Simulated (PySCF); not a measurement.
**[Pr(H2O)4]3+: from a saddle point downhill**

PySCF 2.14.0, RKS PBE0, Pr lcecp-1-SVP with ECP48, O def2-SVP, H def2-SVP; non-relativistic Hamiltonian with scalar-relativistic core potentials where named; density fitting; no spin-orbit coupling. Relaxed within the symmetry of its start, the geometry (D2d) is

```xyz
13

Pr    0.0000    0.0000    0.0000
O     1.3778    1.3819    1.3819
H     1.7451    1.1835    2.2716
H     1.7451    2.2716    1.1835
O    -1.3778   -1.3819    1.3819
H    -1.7451   -1.1835    2.2716
H    -1.7451   -2.2716    1.1835
O     1.3778   -1.3819   -1.3819
H     1.7451   -2.2716   -1.1835
H     1.7451   -1.1835   -2.2716
O    -1.3778    1.3819   -1.3819
H    -1.7451    2.2716   -1.1835
H    -1.7451    1.1835   -2.2716
```

and its lowest harmonic modes are -133, -58, -58, -23, 36, 50 cm⁻¹ (negative: unstable). It was moved along the lowest mode and relaxed again, within the group S4 that the move left.

Problem. Where does it end, and how much lower?

Solution. In S4, 0.042 eV lower, after 15 steps:
```xyz
13

Pr    0.0000    0.0000    0.0000
O     1.4307    1.3224    1.3842
H     1.3712    1.4787    2.3529
H     2.2283    1.8338    1.1234
O    -1.4306   -1.3843    1.3224
H    -2.2284   -1.1234    1.8337
H    -1.3712   -2.3529    1.4787
O     1.4307   -1.3224   -1.3842
H     2.2283   -1.8338   -1.1234
H     1.3712   -1.4787   -2.3529
O    -1.4306    1.3843   -1.3224
H    -1.3712    2.3529   -1.4787
H    -2.2284    1.1234   -1.8337
```

Problem. How do the contacts change?

Solution. 
```csv
contact,saddle (Å),end (Å)
Pr1–O2 (H2O),2.391,2.390
Pr1–O5 (H2O),2.391,2.390
Pr1–O8 (H2O),2.391,2.390
Pr1–O11 (H2O),2.391,2.390
```


Problem. Is the end a minimum?

Solution. Yes, as far as the noise of the softest modes lets one tell (those above −25 cm⁻¹ count as noise); lowest modes 29, 29, 36, 52, 56, 89 cm⁻¹.

An lcecp potential fixes the number of 4f electrons, so in runs with it no electron can move into or out of that shell.

State: singlet in the valence, with the 4f electrons in the core potential.
